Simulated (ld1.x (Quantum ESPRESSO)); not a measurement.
**Reading a pseudo-wave (Rh (Z = 45))**

Columns: radius, all-electron u(r) and pseudo u(r) of the 4d shell (level -8.68 eV) of rhodium in the configuration [Kr] 4d7 5s2 5p0; PBE, scalar-relativistic, TM scheme, ld1.x (Quantum ESPRESSO) 7.5.

| r (bohr) | all-electron | pseudo |
| --- | --- | --- |
| 0.198 | 0.4088 | -0.0265 |
| 0.395 | 0.1807 | -0.1773 |
| 0.593 | -0.3289 | -0.4475 |
| 0.790 | -0.6821 | -0.7074 |
| 0.988 | -0.8406 | -0.8501 |
| 1.185 | -0.8643 | -0.8691 |
| 1.383 | -0.8165 | -0.8174 |
| 1.580 | -0.7385 | -0.7385 |
| 1.778 | -0.6515 | -0.6515 |
| 1.975 | -0.5671 | -0.5671 |
| 2.173 | -0.4894 | -0.4894 |
| 2.370 | -0.4206 | -0.4206 |
| 2.568 | -0.3601 | -0.3601 |
| 2.765 | -0.3080 | -0.3080 |
| 2.963 | -0.2628 | -0.2628 |
| 3.160 | -0.2242 | -0.2242 |
| 3.358 | -0.1910 | -0.1910 |
| 3.555 | -0.1627 | -0.1627 |
| 3.753 | -0.1385 | -0.1385 |
| 3.950 | -0.1179 | -0.1179 |
| 4.148 | -0.1003 | -0.1003 |
| 4.345 | -0.0853 | -0.0853 |
| 4.542 | -0.0726 | -0.0726 |
| 4.740 | -0.0618 | -0.0618 |
| 4.938 | -0.0526 | -0.0526 |
| 5.135 | -0.0448 | -0.0448 |

How many radial nodes do the two functions have?

The all-electron 4d function has n − l − 1 = 1; the pseudo-wave has 0, since the states of the same l below it are removed with the core.

At about which radius was the pseudo-wave matched?

1.70 bohr, where the columns begin to agree (steps of 0.20 bohr).

Is the pseudo-wave norm-conserving?

Yes: the TM scheme keeps the norm inside the radius equal to the all-electron one, which fixes the energy derivative of the logarithmic derivative at the level.
